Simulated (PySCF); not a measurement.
Compound: C4H13GaN2O.
Z-matrix (Å and degrees, PBE0-D3(BJ)/def2-SVP geometry), rows numbered from 1:
```
C 
N   1  1.4584
C   2  1.4584  1  111.46
C   2  1.4599  1  110.71  3  -123.77
Ga  2  2.2293  1  109.29  3   120.68
N   5  1.9845  2   93.09  1   -60.60
C   6  1.3248  5   97.47  2  -179.90
O   7  1.2389  6  118.59  5     0.06
H   1  1.0980  2  109.83  3   -58.81
H   1  1.1063  2  111.48  3    62.02
H   1  1.0987  2  109.44  3  -177.22
H   3  1.0986  2  109.44  1   177.90
H   3  1.0982  2  109.80  1    59.55
H   3  1.1063  2  111.52  1   -61.33
H   4  1.0989  2  109.50  1  -176.88
H   4  1.0990  2  109.48  1   -58.25
H   4  1.1061  2  111.41  1    62.42
H   5  1.5734  2   94.29  1  -176.53
H   5  1.5736  2   94.42  1    55.28
H   6  1.0126  5  143.56  2    -0.08
H   7  1.1126  6  120.20  5  -179.88
```

Method used: PBE0-D3(BJ)/def2-SVP geometry optimisation, gas phase (PySCF).

Take the most abundant isotopes and a rigid rotor. The values belong to one conformer with, in the numbering `[CH3:1][N+:2]([CH3:3])([CH3:4])[GaH2-:5][NH:6][CH:7]=[O:8]`, N2–Ga5–N6–C7 180°, Ga5–N6–C7–O8 0°.

Task: What are A, B and C (MHz)?

Result: Ia = 174.36, Ib = 545.70, Ic = 609.10 u·Å²; 505379 MHz·u·Å²/I gives A = 2898, B = 926.1, C = 829.7 MHz.

Task: Classify the top.

Result: A near-prolate asymmetric top; Ray's κ = -0.907.

Task: Is it planar, by Δ = Ic − Ia − Ib?

Result: Not planar: Δ = Ic − Ia − Ib = -110.97 u·Å². For a rigid frame Δ = −2 Σ m c², so Σ m c² = 55.48 u·Å² lies off the ab plane: 20.62 from hydrogen and 34.86 from heavier atoms. The atom farthest from that plane is 2.09 Å away.

Task: Give the other two planar moments, Paa and Pbb, and the rms extents of the mass along the axes.

Result: Paa = Σ m a² = (Ib + Ic − Ia)/2 = 490.22 and Pbb = Σ m b² = (Ia + Ic − Ib)/2 = 118.88 u·Å². With the mass M = 174.03 u, the rms extents √(P/M) along a, b and c are 1.68, 0.83, 0.56 Å.

Task: Give the coordinates in the principal-axis frame, origin at the centre of mass.

Result: The sense of each axis is arbitrary; atoms in the order of the calculation.
| atom | mass (u) | a (Å) | b (Å) | c (Å) |
| --- | --- | --- | --- | --- |
| C1 | 12.000 | -1.922 | 0.984 | 1.199 |
| N2 | 14.003 | -1.703 | 0.183 | -0.001 |
| C3 | 12.000 | -1.922 | 0.965 | -1.212 |
| C4 | 12.000 | -2.552 | -1.004 | 0.010 |
| Ga5 | 68.926 | 0.388 | -0.589 | 0.001 |
| N6 | 14.003 | 1.175 | 1.232 | 0.002 |
| C7 | 12.000 | 2.449 | 0.870 | 0.000 |
| O8 | 15.995 | 2.721 | -0.339 | -0.002 |
| H9 | 1.008 | -1.244 | 1.847 | 1.199 |
| H10 | 1.008 | -2.965 | 1.346 | 1.259 |
| H11 | 1.008 | -1.700 | 0.378 | 2.088 |
| H12 | 1.008 | -1.713 | 0.342 | -2.092 |
| H13 | 1.008 | -1.235 | 1.821 | -1.231 |
| H14 | 1.008 | -2.962 | 1.338 | -1.272 |
| H15 | 1.008 | -2.332 | -1.621 | -0.873 |
| H16 | 1.008 | -2.340 | -1.600 | 0.909 |
| H17 | 1.008 | -3.625 | -0.734 | 0.002 |
| H18 | 1.008 | 0.262 | -1.274 | -1.410 |
| H19 | 1.008 | 0.264 | -1.274 | 1.412 |
| H20 | 1.008 | 0.946 | 2.219 | 0.001 |
| H21 | 1.008 | 3.251 | 1.641 | 0.002 |

Task: Where do the levels up to J = 2 lie, in K?

Result: Above 0(0,0), as E/k:
J = 1: 1(0,1) 0.084, 1(1,1) 0.179, 1(1,0) 0.184
J = 2: 2(0,2) 0.253, 2(1,2) 0.343, 2(1,1) 0.357, 2(2,1) 0.641, 2(2,0) 0.641
Those of J = 1 are B + C, A + C and A + B.

Task: Which lines would a microwave search look for?

Result: The dipole components are |μa| = 5.14 D, |μb| = 3.84 D, |μc| = 0.00 D; the mirror of this Cs structure is the ab plane, so μc vanishes by symmetry and there are no c-type lines. The squared components, which scale the intensities, stand as 1.00 : 0.56 (a : b). Some lines, for components of 0.1 D or more:

```
type  branch         J(Ka,Kc)    MHz  lower level (cm⁻¹)
   a       Q  4(1,3) ← 4(1,4)    963               0.637
   b       Q  3(1,2) ← 3(0,3)   2325               0.351
   b       Q  4(1,3) ← 4(0,4)   2545               0.584
   b       R  3(0,3) ← 2(1,2)   3374               0.238
   a       R  2(1,2) ← 1(1,1)   3415               0.124
   a       R  2(0,2) ← 1(0,1)   3508               0.059
   a       R  3(1,3) ← 2(1,2)   5121               0.238
   b       R  4(0,4) ← 3(1,3)   5243               0.409
   b       Q  3(2,1) ← 3(1,2)   5792               0.428
   b       Q  2(2,0) ← 2(1,1)   5920               0.248
   b       Q  2(2,1) ← 2(1,2)   6206               0.238
   b       Q  3(2,2) ← 3(1,3)   6353               0.409
   b       Q  4(2,3) ← 4(1,4)   6550               0.637
   a       R  4(2,3) ← 3(2,2)   7021               0.621
   a       R  4(3,2) ← 3(3,1)   7030               0.958
   a       R  4(3,1) ← 3(3,0)   7030               0.958
   b       R  4(1,4) ← 3(0,3)   8570               0.351
   b       Q  3(3,1) ← 3(2,2)  10105               0.621
   b       Q  4(3,2) ← 4(2,3)  10114               0.855
   b       R  3(3,0) ← 2(2,1)  15372               0.445
   b       R  4(4,1) ← 3(3,0)  21167               0.958
   b       R  4(4,0) ← 3(3,1)  21167               0.958
```

Task: Estimate the classical rotational partition function at 10 K, 25 K and 100 K.

Result: Point group Cs, symmetry number σ = 1; q = (√π/σ)·√((kT/h)³/(ABC)), k/h = 20836.6 MHz/K: 3570 at 10 K, 14100 at 25 K, 113000 at 100 K.

No frequency check. Zero-point vibration and centrifugal distortion are left out. A rigid rotor knows nothing of internal rotation, which can split or shift real lines. Quadrupole hyperfine structure (14N, 69Ga) is left out.
